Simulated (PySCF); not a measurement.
17O chemical shifts

- shieldings: GIAO PBE0/pcSseg-1
- GFN2-xTB geometry
- code: PySCF 2.14
- averaged over atoms made equivalent by symmetry, fast rotation or ring inversion, isolated molecule, non-relativistic, single conformer

Shieldings were converted by a linear fit to measured shifts: 17O (scatter 10.7 ppm rms, 12.2 ppm with the 3 outliers that the fit left out vs liquid water, solution or neat liquid). A few per cent of atoms miss by over 2 rms, more outside the fitted compound classes.

Problem. Give the 17O shifts of `CC(C)[C@H](CCS)[SiH2]O`, `O=C1C=C[C@@H]1F`, `CCOC(F)F`, `CC[SiH2][C@@H](C)C[S@](C)=O`.

Solution. 
```
                   compound             environment  δ (ppm)
     CC(C)[C@H](CCS)[SiH2]O  oxygen bonded to Si, H    -25.1
            O=C1C=C[C@@H]1F           ketone oxygen    503.1
                   CCOC(F)F            ether oxygen     68.2
CC[SiH2][C@@H](C)C[S@](C)=O              S=O oxygen     -4.9
```

Problem. Match the shifts 627.9, 486.4, 383.0, 290.5, 248.3, 2.7 ppm to `Cc1cpc(C(F)(F)F)o1`, `O=C1C=C(F)C1`, `CC[S@@](=O)CC[C@H](C)[SiH3]`, `O=c1cc1CF`, `CC#CC(=O)F`, `O=CCC(F)(F)F`.

Solution. 627.9: O=CCC(F)(F)F (aldehyde oxygen); 486.4: O=C1C=C(F)C1 (ketone oxygen); 383.0: CC#CC(=O)F (carbonyl oxygen); 290.5: Cc1cpc(C(F)(F)F)o1 (aromatic ring oxygen); 248.3: O=c1cc1CF (carbonyl oxygen); 2.7: CC[S@@](=O)CC[C@H](C)[SiH3] (S=O oxygen).
